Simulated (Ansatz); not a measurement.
C₂H₆FGaO, SMILES `CC[O][GaH][F]`, relaxed with RKS PBE0-D4/def2-TZVP in Ansatz from a GFN2-xTB geometry. The force threshold is 0.005 eV/Å; the program also tests the step.

Total charge 0; spin multiplicity 1.

Start:

```xyz
11

C    -0.456    1.268    0.162
C    -0.807    0.125   -0.782
O    -0.033   -1.029   -0.521
Ga    1.237   -1.589    0.502
F     2.079   -0.638    1.702
H    -1.064    2.143   -0.052
H     0.600    1.521    0.048
H    -0.624    0.950    1.193
H    -0.632    0.426   -1.822
H    -1.864   -0.147   -0.670
H     1.563   -3.029    0.240
```

(1) By how much does the energy fall, and how many steps does the optimiser take? (Estimate.)

(2) Which bonds change most? (Estimate.)

(3) Give the relaxed structure. (Estimate.)

## Answers

(1) Ansatz gave: 4.26 kcal/mol, in 29 steps, 4 of them rejected.

(2) Computed: O3–Ga4 from 1.724 to 1.766 Å; Ga4–H11 from 1.500 to 1.538 Å; C1–C2 from 1.523 to 1.512 Å; Ga4–F5 from 1.748 to 1.758 Å.

(3) The calculation gave: 
```xyz
11

C    -0.672    1.205    0.395
C    -0.660    0.154   -0.691
O    -0.383   -1.136   -0.177
Ga    1.239   -1.666    0.277
F     2.490   -0.481   -0.072
H    -0.962    2.177   -0.014
H     0.322    1.313    0.839
H    -1.381    0.937    1.181
H     0.064    0.431   -1.468
H    -1.644    0.095   -1.169
H     1.586   -3.030    0.899
```
